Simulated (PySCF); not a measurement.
# Structure elucidation problem

An unknown has the formula C₃H₁₁NSi₃. Its calculated NMR data are:

1H NMR (400 MHz, computed): δ 4.09 (m, 1H), 3.67 (d, 3H), 3.66 (d, 3H), 1.94 (m, 1H), 1.46 (d, 3H).

13C{1H} NMR (computed): δ 127.3 (C), 20.3 (CH3), 8.0 (CH).

How the numbers were obtained: coordinates at the GFN2-xTB level, PBE0/pcSseg-1 with gauge-including orbitals, in PySCF 2.14 (relativity neglected, gas phase, rapidly exchanging positions averaged, one conformer).

References, each an isolated molecule treated in the same way: TMS for 1H, 13C.

Q: Propose a structure and justify it.

A: 
- Rings plus π bonds: 2 (no ring in the answer).
- 3 carbon signals for 3 carbons: no two carbons are equivalent.
- Carbon types of the structure: 1 × C, 1 × CH, 1 × CH3, leaving 7 H on heteroatoms.
- δC 127.3: nitrile carbon; C≡N carbons fall here, among the sp2 signals but without a proton.
- δC 20.3: methyl carbon; aliphatic region, no heteroatom directly attached.
- δC 8.0: sp3 CH bonded to Si, α to a nitrile; an electropositive neighbour leaves it electron-rich and shielded.
- δH 4.09: hydrogen on a silicon bonded to C, 2 Si.
- δH 3.67, 3.66: hydrogen on a silicon bonded to Si.
- δH 1.94: hydrogen on an sp3 CH bonded to Si, α to a nitrile.
- δH 1.46: hydrogen on a methyl carbon.

Structure: `N#C[C@H](C)[SiH]([SiH3])[SiH3]`.

The data come from this structure; uniqueness wasn't tested.

Shifts are as computed. Against solution values, carbons near 30 ppm lie about +3 ppm off and those near 130 ppm about +5 ppm. Of 1211 compounds with measured shifts, 218 miss one by over three times the rms of a fit or turn the order of signals round; such compounds aren't used in these exercises. No couplings were computed; multiplicities are counted from neighbouring protons, with m where these are inequivalent, close in shift, in a saturated or five-membered ring or joined by F or P, and br s for small geminal =CH2 splittings.
